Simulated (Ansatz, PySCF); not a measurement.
Zr(Cl)2(OH)(NH2) (Cl₂H₃NOZr), SMILES [OH][Zr]([Cl])([Cl])[NH2], multiplicity 1.

Coordinates come from a B3LYP-D3(BJ)/def2-SVP optimisation. The multiplicity is an assumed one; no other spin state was optimised. The structure was generated by enumeration; whether it is a known compound was not checked. The def2 effective core potentials stand for the cores of Zr; spin–orbit coupling is left out. The values are those of a single conformer.

Vertical ionisation energy (IE) and electron affinity (EA) in eV. Rows of orbital energies are one-electron estimates. Where ΔSCF, EOM or ADC give a negative EA the extra electron is unbound and the value depends on the basis.

```
level                                                                        IE     EA
------------------------------------------------------------------------  -----  -----
−ε(HOMO), −ε(LUMO), r2SCAN/def2-TZVP (PySCF)                               6.91   2.14
−ε(HOMO), −ε(LUMO), PBE/def2-TZVP (PySCF)                                  6.59   2.29
ΔSCF, CAM-B3LYP/def2-SVPD (Ansatz), final states of multiplicity 2 and 2  10.16  -0.11
ΔSCF, PBE/def2-SVPD (Ansatz), final states of multiplicity 2 and 2         9.59  -0.17
```

**Question.** What vertical singlet–triplet gap does ΔSCF give with CAM-B3LYP/def2-SVPD (Ansatz, an electronic-structure program) and with PBE/def2-SVPD (Ansatz)? (Estimate from the structure and the level; the computed values follow.)

**Answer.** 5.02 and 4.76 eV (triplet above singlet where positive).
